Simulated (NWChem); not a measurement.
Species: GeH4S; SMILES [SH][GeH3]

```xyz
6

Ge    -0.0005    -0.7109     0.0001
S     -0.0727     1.5352     0.0017
H      0.7279    -1.2446     1.2618
H     -1.4848    -1.1452     0.0125
H      0.7063    -1.2443    -1.2741
H      1.2820     1.6755    -0.0038
```
Atoms are numbered in this order, from 1.

Computed with NWChem. Pople sets run with spherical d functions. Coordinates come from a PBE-D3(BJ)/def2-SVP optimisation. Vzz is the largest principal value of the second derivative of the potential at the nucleus (NWChem prints the opposite sign); η is the asymmetry. Non-relativistic.

```tsv
level	Vzz Ge1 (a.u.)	η Ge1	Vzz S2 (a.u.)	η S2
CAM-B3LYP/def2-SVP	[?]	0.05	[?]	0.54
CAM-B3LYP/def2-TZVP	1.191	0.05	-2.521	0.56
PBE/6-31G*	0.935	0.06	-2.292	0.47
PBE/cc-pVTZ	1.115	0.03	-2.202	0.49
```

Task: Some entries are withheld; supply them.

Result: 
- CAM-B3LYP/def2-SVP, Vzz Ge1 (a.u.): 0.850
- CAM-B3LYP/def2-SVP, Vzz S2 (a.u.): -2.359
